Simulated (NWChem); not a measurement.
System: InH, singlet; SMILES [InH]

Results from NWChem. Low-valent species are run as closed-shell singlets; no triplet was tried in these runs. Coordinates come from a PBE0/def2-SVP optimisation. def2 effective core potentials on In; no spin-orbit coupling. Ions are spin-unrestricted doublets at the neutral geometry; other ion states weren't tried.

Problem. Predict the results for B3LYP/def2-SVP. Quantities: vertical ionisation energy, ΔSCF (eV); −ε(HOMO) (eV).

Solution. 
```yaml
vertical ionisation energy, ΔSCF (eV): 8.05
"−ε(HOMO) (eV)": 5.53
```
